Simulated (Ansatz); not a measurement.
This geometry of AlCl$_{2}$FH$_{2}$ (6 atoms, charge 0, multiplicity 1) is a first-order saddle point.

Method: Ansatz 0.2.0, RKS PBE0-D4/def2-SVP.

```xyz
6
Properties=species:S:1:pos:R:3
Al 0.017 -0.207 -0.018
H 0.016 0.085 1.637
Cl 1.826 0.160 -0.992
Cl -1.813 0.091 -0.976
F 0.047 -1.902 0.842
H 0.035 -1.125 1.580
```

Problem. Which two structures does it join? (They come from a converged band through this point; their orientation in space is the band's.)

Solution. Bonds broken: Al1–H2, F5–H6. Bonds formed: H2–H6. AlCl2FH2 becomes AlCl2F + H2.

Image 0:

```xyz
6
Properties=species:S:1:pos:R:3
Al 0.010 0.055 0.068
H 0.004 0.594 1.556
Cl 1.807 0.088 -1.029
Cl -1.795 0.015 -1.016
F 0.050 -1.859 0.780
H 0.052 -1.791 1.713
```

Image 8:

```xyz
6
Properties=species:S:1:pos:R:3
Al 0.021 -0.685 -0.264
H 0.036 0.185 1.741
Cl 1.802 0.260 -0.779
Cl -1.805 0.169 -0.779
F 0.058 -2.259 0.258
H 0.015 -0.569 1.895
```

Problem. How far does it lie above each of them?

Solution. 12.7 kJ/mol above the first and 112.3 kJ/mol above the second. This is the barrier of this one path; another mechanism may lie lower. The orbitals stay closed-shell, which can raise the energy where a bond breaks towards radicals; this wasn't checked here.

Time of the run: 3.5 min on 1 thread of Arm Neoverse V1 (shared host), peak memory 0.15 GiB.
